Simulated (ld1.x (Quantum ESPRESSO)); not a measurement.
Configuration tests for sulfur (TM)

sulfur (S), norm-conserving Troullier–Martins (Kleinman–Bylander form), made with ld1.x (Quantum ESPRESSO) 7.5 (LDA (PZ), scalar-relativistic). Core [Ne], reference 3s2 3p3 (charge +1). Waves: 3p (bound): rc 1.45 bohr; 3d channel at -0.1 Ry: rc 1.20 bohr; 3s (bound): rc 1.40 bohr. Local part: the s channel. Core correction: none.

Energies are relative to the spin-unpolarised reference configuration 3s2 3p3; without spin polarisation the order of configurations can differ from experiment. Spin-polarised rows fill each open shell by Hund’s rule, majority spin first.

```json
{"valence configuration": "3s2 3p4", "charge": "0", "ΔE all-electron (eV)": "-11.863", "error AE − PS (meV)": "+6.0"}
{"valence configuration": "3s2 3p2", "charge": "+2", "ΔE all-electron (eV)": "22.373", "error AE − PS (meV)": "+13"}
{"valence configuration": "3s2 3p1", "charge": "+3", "ΔE all-electron (eV)": "56.531", "error AE − PS (meV)": "+86"}
{"valence configuration": "3s2 3p0", "charge": "+4", "ΔE all-electron (eV)": "103.514", "error AE − PS (meV)": "+295"}
{"valence configuration": "3s2 3p3.5", "charge": "+0.5", "ΔE all-electron (eV)": "-7.154", "error AE − PS (meV)": "+2.3"}
{"valence configuration": "3s1 3p5", "charge": "0", "ΔE all-electron (eV)": "-1.623", "error AE − PS (meV)": "+4.1"}
{"valence configuration": "3s2 3p3 (spin-polarised)", "charge": "+1", "ΔE all-electron (eV)": "-1.965", "error AE − PS (meV)": "+197"}
{"valence configuration": "3s2 3p4 (spin-polarised)", "charge": "0", "ΔE all-electron (eV)": "-12.569", "error AE − PS (meV)": "+69"}
```

(1) What are ΔE and the potential's error for 3s2 3p4.3?

Levels in the configuration 3s2 3p2:

| level | all-electron (eV) | pseudo (eV) |
| --- | --- | --- |
| 3s | -39.399 | -39.356 |
| 3p | -28.076 | -28.040 |

Answers

(1) ΔE = -13.604 eV all-electron; the error (AE − PS) is +8.2 meV.
